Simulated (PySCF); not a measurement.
How methods differ on the excitation energy of Se⁺

Se⁺ [Ar] 3d10 4s2 4p3 (4S) → Se⁺ [Ar] 3d10 4s2 4p2 4d1 (high-spin determinant), as a difference of total energies. All numbers are calculated (PySCF 2.14, scalar relativity through the core potential, in aug-cc-pwCVTZ-PP with ECP10MDF). Correlated levels: valence: 3s2 3p6 3d10 frozen. The calculations carry no spin-orbit coupling.

```tsv
method	excitation energy (eV)
UHF	13.548
MP2 (valence)	13.443
SCS-MP2 (valence)	13.414
CCSD (valence)	13.508
CCSD(T) (valence)	13.188
```

Task: How much does correlation contribute at CCSD(T) (valence)?

Result: 13.188 − (13.548) = -0.360 eV, measured against UHF.

The promoted electron is Rydberg-like, and one or two diffuse shells describe it only roughly, which tends to raise the upper state.

The coupled-cluster amplitudes are large for the upper state (T1 above 0.03 or a double amplitude above 0.15), so a single reference is strained.

The determinant of the upper state mixes LS terms, which raises its energy above the lowest term, most at the Hartree-Fock and MP2 levels.
